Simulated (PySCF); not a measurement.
Gas-phase reaction: 2 Sb2 → Sb4

Method: PySCF energies plus ideal-gas RRHO corrections (1 bar). † marks an energy on the PBE0/def2-TZVP geometry and frequencies. MP2 and CCSD(T) freeze the core. All species are closed-shell singlets. B3LYP is the form with VWN-RPA correlation. Sb: scalar-relativistic def2 core potential, no spin-orbit coupling. MP2 isn't extrapolated to the basis-set limit; its ΔH°(298 K) is -234.3 kJ in def2-SVP and -316.9 kJ in def2-TZVPP. CCSD(T) isn't extrapolated to the basis-set limit; its ΔH°(298 K) is -206.2 kJ in def2-SVP and -271.7 kJ in def2-TZVPP. The harmonic model lacks anharmonicity and excited electronic states, which grow with temperature; levels with a mode under 35 cm⁻¹ are left out.

```json
[
 {"level": "B3LYP/def2-TZVP†", "ΔE electronic, kJ": "-249", "ΔH°(298 K), kJ": "-246", "ΔS°(298 K), J/K": "-153", "ΔG°(1200 K), kJ": "-69"},
 {"level": "CCSD(T)/def2-SVP†", "ΔE electronic, kJ": "-209", "ΔH°(298 K), kJ": "-206", "ΔS°(298 K), J/K": "-153", "ΔG°(1200 K), kJ": "-29"},
 {"level": "CCSD(T)/def2-TZVPP†", "ΔE electronic, kJ": "-274", "ΔH°(298 K), kJ": "-272", "ΔS°(298 K), J/K": "-153", "ΔG°(1200 K), kJ": "-94"},
 {"level": "HF/def2-TZVP†", "ΔE electronic, kJ": "-249", "ΔH°(298 K), kJ": "-247", "ΔS°(298 K), J/K": "-153", "ΔG°(1200 K), kJ": "-69"},
 {"level": "M06-2X/def2-TZVP†", "ΔE electronic, kJ": "-337", "ΔH°(298 K), kJ": "-334", "ΔS°(298 K), J/K": "-153", "ΔG°(1200 K), kJ": "-157"},
 {"level": "MP2/def2-SVP†", "ΔE electronic, kJ": "-237", "ΔH°(298 K), kJ": "-234", "ΔS°(298 K), J/K": "-153", "ΔG°(1200 K), kJ": "-57"},
 {"level": "MP2/def2-TZVPP†", "ΔE electronic, kJ": "-320", "ΔH°(298 K), kJ": "-317", "ΔS°(298 K), J/K": "-153", "ΔG°(1200 K), kJ": "-140"},
 {"level": "PBE0/def2-QZVP†", "ΔE electronic, kJ": "-326", "ΔH°(298 K), kJ": "-324", "ΔS°(298 K), J/K": "-153", "ΔG°(1200 K), kJ": "-147"},
 {"level": "PBE0/def2-SVP†", "ΔE electronic, kJ": "-313", "ΔH°(298 K), kJ": "-310", "ΔS°(298 K), J/K": "-153", "ΔG°(1200 K), kJ": "-133"},
 {"level": "LDA/def2-TZVP†", "ΔE electronic, kJ": "-355", "ΔH°(298 K), kJ": "-352", "ΔS°(298 K), J/K": "-153", "ΔG°(1200 K), kJ": "-175"},
 {"level": "ωB97M-V/def2-TZVP†", "ΔE electronic, kJ": "-326", "ΔH°(298 K), kJ": "-323", "ΔS°(298 K), J/K": "-153", "ΔG°(1200 K), kJ": "-146"}
]
```
ΔH° is lowest at LDA/def2-TZVP† and highest at CCSD(T)/def2-SVP†. No reference value is set beside these.
